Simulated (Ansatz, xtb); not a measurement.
## C5H2ClF: which of two isomers lies lower

Structure I is `C#CC#C[C@H](F)Cl`, a singlet and structure II is `C#CC1=C[C@]1(F)Cl`, a singlet. Both are isolated molecules in the gas phase, relaxed with PBE-D3(BJ)/def2-SVP.

Problem. Estimate E(II) − E(I) at the level CCSD(T)/def2-SVP + ΔMP2/def2-TZVPP.

Solution. Calculated at CCSD(T)/def2-SVP + ΔMP2/def2-TZVPP: E(II) − E(I) = +48.4 kJ/mol, so structure I lies lower.

How the difference moves with the method:

```csv
level,geometry,E(II) − E(I) (kJ/mol),departure from the last row (kJ/mol),"job, with rough time for the two"
GFN2-xTB,GFN2-xTB,+41.8,−6.6,"optimisation, 0.35 s"
HF/STO-3G,GFN2-xTB,+59.2,+10.8,"single point, 0.69 s"
r2SCAN-D4/def2-SVP,GFN2-xTB,+27.4,−20.9,"single point, 7.2 s"
PBE-D3(BJ)/def2-SVP,PBE-D3(BJ)/def2-SVP,+23.9,−24.5,"optimisation, 38 s"
HF/def2-SVP,PBE-D3(BJ)/def2-SVP,+46.6,−1.7,part of the CCSD(T) run
MP2/def2-SVP,PBE-D3(BJ)/def2-SVP,+41.8,−6.5,part of the CCSD(T) run
CCSD(T)/def2-SVP,PBE-D3(BJ)/def2-SVP,+40.8,−7.5,single point
CCSD(T)/def2-SVP + ΔMP2/def2-TZVPP,PBE-D3(BJ)/def2-SVP,+48.4,,"single point, 88 s"
```

As drawn, II has 1 C–C, 1 C=C in place of 1 C≡C. Structure I has no ring, II a 3-membered ring.

None of the levels shown reverses the order. The largest departure from CCSD(T)/def2-SVP + ΔMP2/def2-TZVPP is that of PBE-D3(BJ)/def2-SVP, 24.5 kJ/mol. The last row adds to CCSD(T) the change of the MP2 difference between the two basis sets, here +7.5 kJ/mol.

With thermal terms from frequencies at re-optimised GFN2-xTB minima (ideal gas, soft modes damped towards free rotors, one conformer each, 298.15 K, 1 atm): the zero-point term adds −0.2 kJ/mol; ΔH is +46.6 and ΔG +51.2 kJ/mol.

The correlated steps freeze 11 core orbitals. Run with Ansatz 0.2.0, xtb 6.7.1; the last row on 2 threads of Arm Neoverse N1 on a shared host.
